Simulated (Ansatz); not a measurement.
System: BaCl, charge 0, doublet. BaCl (SMILES [Cl][Ba], doublet).
B3LYP-D3(BJ)/def2-TZVP minimum from Ansatz (a first-principles code):
```
Cl
Ba 1 2.7004
```
Charge 0, spin multiplicity 2.

Total energies in def2-QZVPP, 9 correlated electrons, 9 frozen orbitals. UHF or UKS for unpaired electrons; spin-orbit terms are left out. Cores are frozen in correlated methods (noble-gas shells, and filled d and f shells in the p block). Past Kr the def2 sets carry scalar-relativistic core potentials. The spin of BaCl ([Cl][Ba], doublet) was assumed, and the state is the lowest solution found for it.

```
method    program  energy (Eh)  minus CCSDT(Q) (mEh)
--------  -------  -----------  --------------------
HF         Ansatz   -484.73207                252.74
MP2        Ansatz   -484.95783                 26.98
CCSD       Ansatz   -484.97299                 11.82
CCSD(T)    Ansatz   -484.98386                  0.95
CCSDT(Q)   Ansatz   -484.98481                  0.00
```

Rough core times of Ansatz's runs on a shared machine: CCSD(T) 50 s, CCSDT(Q) 20 min.
